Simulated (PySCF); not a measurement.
C2H5ClFNSi. Atoms are numbered in the order given.

```xyz
11

N     -2.1774     0.5025    -0.8041
Si    -0.7987    -0.4676    -0.4947
Cl    -0.5856    -1.0383     1.5084
C      0.7231     0.4935    -0.9274
C      1.7275     0.6907    -0.0750
F      2.8173     1.3892    -0.3940
H     -3.1058     0.0931    -0.8120
H     -2.2005     1.4676    -0.4904
H     -0.9583    -1.7336    -1.2496
H      0.8197     0.9325    -1.9281
H      1.7648     0.3127     0.9529
```
Charge 0, spin multiplicity 1.

Coordinates come from a ωB97X-D3(BJ)/def2-SVP optimisation. The structure was generated by enumeration; whether it is a known compound was not checked. Other conformers were not sampled.

These are PySCF with PBE0/pcSseg-1 values and carry that method's errors.

GIAO shieldings, no solvent; atoms listed in one row are averaged. δ = σ(ref) − σ: ¹⁵N against NH3 (σ = 267.4 ppm); ²⁹Si against TMS (σ = 352.7 ppm); ³⁵Cl against HCl (σ = 945.9 ppm); ¹³C against TMS (σ = 186.3 ppm); ¹⁹F against CFCl3 (σ = 167.2 ppm); ¹H against TMS (σ = 31.56 ppm), references at their B3LYP-D3(BJ)/def2-TZVP geometries, non-relativistic (without spin–orbit terms, shifts of atoms bonded to Cl or Br come out too high).

```
nucleus  atoms  count  δ (ppm)
-------  -----  -----  -------
¹⁵N         N1      1     41.5
²⁹Si       Si2      1    -13.3
³⁵Cl       Cl3      1     54.5
¹³C         C5      1    177.7
¹³C         C4      1    104.6
¹⁹F         F6      1    -73.8
¹H         H11      1     7.27
¹H          H9      1     5.63
¹H         H10      1     5.51
¹H          H7      1     1.56
¹H          H8      1     1.37
```
